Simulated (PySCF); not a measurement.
UHF on Dy (dysprosium, neutral)

Configuration: [Xe] 4f10 6s1 6p1, one real determinant (an excited configuration). All numbers are calculated (PySCF 2.14, scalar relativity by spin-free X2C-1e, in cc-pVDZ-X2C (8s7p5d3f1g, 84 functions)).

```json
{
 "Total energy": "-12152.228339 hartree",
 "One-electron energy": "-16650.4073 hartree",
 "Hartree (Coulomb) energy": "4761.1650 hartree",
 "Exchange energy": "-262.9860 hartree",
 "⟨S²⟩": "12.0054",
 "⟨L²⟩": "36.101",
 "Sum of ⟨r⟩": "45.31 bohr",
 "Sum of ⟨r²⟩": "92.25 bohr²",
 "Traceless quadrupole moment −½Σ⟨3z² − r²⟩ along its main axis": "-15.3 e·bohr²",
 "Langevin diamagnetic susceptibility": "-73.1 ×10⁻⁶ cm³/mol"
}
```

```csv
shell,electrons,mean orbital energy (eV),spread (eV),"rms radius, mean of both spins (bohr)"
1s α,1,-54053.7,0,0.0240
1s β,1,-54053.7,0,0.0240
2s α,1,-9125.9,0,0.0970
2s β,1,-9125.7,0,0.0970
2p α,3,-8106.6,0.068,0.0874
2p β,3,-8106.5,0.055,0.0874
3s α,1,-2085.8,0,0.250
3s β,1,-2082.9,0,0.250
3p α,3,-1765.4,0.379,0.250
3p β,3,-1762.2,0.187,0.250
3d α,5,-1345.1,0.466,0.230
3d β,5,-1341.7,0.513,0.230
4s α,1,-441.11,0,0.564
4s β,1,-433.84,0,0.564
4p α,3,-333.12,0.626,0.599
4p β,3,-325.12,0.146,0.599
4d α,5,-182.10,0.972,0.660
4d β,5,-171.76,1.923,0.660
5s α,1,-62.029,0,1.41
5s β,1,-59.182,0,1.41
5p α,3,-33.607,0.261,1.67
5p β,3,-31.518,0.305,1.67
4f α,7,-15.970,1.312,0.954
4f β,3,-11.738,0.260,0.954
6s α,1,-6.869,0,4.57
6p α,1,-3.883,0,5.78
```

⟨L²⟩ = 36.10 against 56 for a pure K term, so this real determinant mixes terms. Spin-orbit coupling, absent here, splits the open shell strongly.

Densities and radii are taken from the X2C orbitals without a picture-change correction, which distorts them close to the nucleus.

Spin-orbit constants ζ (cm⁻¹) from the X2C one-electron operator on these orbitals: bare nucleus, nucleus screened by l(l+1)(2l+1)/3 electrons, and screened by the Breit-Pauli mean field of the electrons.

| shell | bare | screened nucleus | mean field |
| --- | --- | --- | --- |
| 2p | 4129000 | 4004000 | n/a |
| 3p | 866100 | 839800 | n/a |
| 3d | 135500 | 115000 | n/a |
| 4p | 189200 | 183400 | n/a |
| 4d | 24930 | 21160 | n/a |
| 4f | 3552 | 2045 | n/a |
| 5p | 22740 | 22050 | n/a |
| 6p | 1073 | 1041 | n/a |

To first order the Landé constant is A = -267.4 cm⁻¹, so the lowest level has J = 10 and lies 0.696 eV below the centre of the term. This holds in LS coupling only.
